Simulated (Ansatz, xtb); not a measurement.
# Two isomers of C3H4BClN2

Structure X is `Bn1ccnc1Cl`, a singlet and structure Y is `Bn1cncc1Cl`, a singlet. Both are isolated molecules in the gas phase, relaxed with PBE-D3(BJ)/def2-SVP; the shapes shown needn't be the lowest conformers.

X (Å):

```json
{"atom": "C", "x (Å)": "-0.9550", "y (Å)": "0.8506", "z (Å)": "-0.7368"}
{"atom": "C", "x (Å)": "-0.5714", "y (Å)": "0.9391", "z (Å)": "-2.0493"}
{"atom": "C", "x (Å)": "0.2299", "y (Å)": "2.6904", "z (Å)": "-1.1147"}
{"atom": "B", "x (Å)": "-0.5900", "y (Å)": "2.3323", "z (Å)": "1.2950"}
{"atom": "Cl", "x (Å)": "1.0319", "y (Å)": "4.1755", "z (Å)": "-0.8073"}
{"atom": "N", "x (Å)": "-0.4419", "y (Å)": "1.9928", "z (Å)": "-0.0888"}
{"atom": "N", "x (Å)": "0.1714", "y (Å)": "2.0986", "z (Å)": "-2.2720"}
{"atom": "H", "x (Å)": "-1.2195", "y (Å)": "1.5652", "z (Å)": "1.9896"}
{"atom": "H", "x (Å)": "-0.0894", "y (Å)": "3.3519", "z (Å)": "1.7043"}
{"atom": "H", "x (Å)": "-1.5352", "y (Å)": "0.1077", "z (Å)": "-0.1811"}
{"atom": "H", "x (Å)": "-0.7797", "y (Å)": "0.2389", "z (Å)": "-2.8673"}
```

Y (Å):

```xyz
11

C    -1.5173    1.1477   -0.6748
C    -0.0974    1.5702   -2.2367
C     0.3997    2.1769   -1.1064
B    -0.4777    2.3134    1.3135
Cl    1.8244    3.0947   -0.8681
N    -0.5102    1.9178   -0.0626
N    -1.2983    0.9315   -1.9441
H     0.4480    2.9771    1.7157
H    -1.4012    1.9507    2.0082
H    -2.3765    0.7936   -0.0893
H     0.3446    1.5603   -3.2397
```

Problem. Estimate which is lower in electronic energy at CCSD(T)/def2-SVP + ΔMP2/def2-TZVPP, and by roughly how much.

Solution. Too close to call at this level: CCSD(T)/def2-SVP + ΔMP2/def2-TZVPP gives E(Y) − E(X) = +0.032 eV.

How the difference moves with the method:

```
                             level             geometry  E(Y) − E(X) (eV)  departure from the last row (eV)  job, with rough time for the two
                          GFN2-xTB             GFN2-xTB              +0.040                            +0.008              optimisation, 0.57 s
                         HF/STO-3G             GFN2-xTB              −0.006                            −0.038               single point, 2.9 s
                r2SCAN-D4/def2-SVP             GFN2-xTB              +0.052                            +0.020                single point, 14 s
               PBE-D3(BJ)/def2-SVP  PBE-D3(BJ)/def2-SVP              +0.049                            +0.017                optimisation, 81 s
                       HF/def2-SVP  PBE-D3(BJ)/def2-SVP              +0.041                            +0.009           part of the CCSD(T) run
                      MP2/def2-SVP  PBE-D3(BJ)/def2-SVP              +0.049                            +0.017           part of the CCSD(T) run
                  CCSD(T)/def2-SVP  PBE-D3(BJ)/def2-SVP              +0.042                            +0.010                      single point
CCSD(T)/def2-SVP + ΔMP2/def2-TZVPP  PBE-D3(BJ)/def2-SVP              +0.032                                               single point, 3.6 min
```

As drawn, both hold the same kinds of bond in the same numbers.

The largest departure from CCSD(T)/def2-SVP + ΔMP2/def2-TZVPP is that of HF/STO-3G, 0.038 eV. The last row adds to CCSD(T) the change of the MP2 difference between the two basis sets, here −0.010 eV.

With thermal terms from frequencies at re-optimised GFN2-xTB minima (ideal gas, soft modes damped towards free rotors, one conformer each, 298.15 K, 1 atm): on the last row, ΔE + ΔZPE = +0.032, ΔH = +0.033, ΔG = +0.030 eV.

The correlated steps freeze 11 core orbitals. Run with Ansatz 0.2.0, xtb 6.7.1; the last row on 2 threads of AMD EPYC (Zen 3) on a shared host.
